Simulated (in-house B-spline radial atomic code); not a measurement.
A run on neutral holmium (an excited or competing configuration) that did not converge. Method: scalar-relativistic (X2C) PBE0, spin-polarised, spherical fractional occupations, exact exchange averaged over the configuration, Fermi nucleus of rms radius 5.2022 fm; computed with an all-electron radial atomic-structure program (B-spline basis).

Command:
```bash
python run_scf.py task.json out
```
Settings (nuclear radius in fm, mass in u):
```
Z                67
configuration    [Xe] 4f12 6s1
hamiltonian      x2c
method           pbe0
spin_polarised   True
nucleus          fermi
rms_radius       5.2022
atomic_mass      164.93033
speed_of_light   137.035999084
exact_exchange   averaged over the configuration
```

First and last ten iterations of the last attempt (damped for 15 steps, keeping 80 % of the old Fock matrix, then DIIS):
```
 iter        energy (Eh)    residual
    1      -12614.526252    4.87e-01
    2      -12541.890358    7.47e-01
    3      -12607.277356    5.26e-01
    4      -12613.179420    2.44e-01
    5      -12615.070734    8.08e-02
    6      -12615.454707    3.05e-02
    7      -12615.502965    2.27e-02
    8      -12615.515912    1.75e-02
    9      -12615.523539    1.36e-02
   10      -12615.528392    1.05e-02
  111      -12615.507096    1.88e-02
  112      -12604.177592    3.08e-01
  113      -12604.161876    3.08e-01
  114      -12604.161066    3.08e-01
  115      -12604.155461    3.08e-01
  116      -12604.148471    3.08e-01
  117      -12604.145292    3.08e-01
  118      -12604.132676    3.08e-01
  119      -12604.179056    3.08e-01
  120      -12604.179993    3.08e-01
 not converged after 120 iterations
```

The smallest residual met was 6.5e-03; the threshold is about 7e-07. No energy from this run should be used. Cost of the run: 26 s on 1 thread of Arm Neoverse N1, on a shared host.
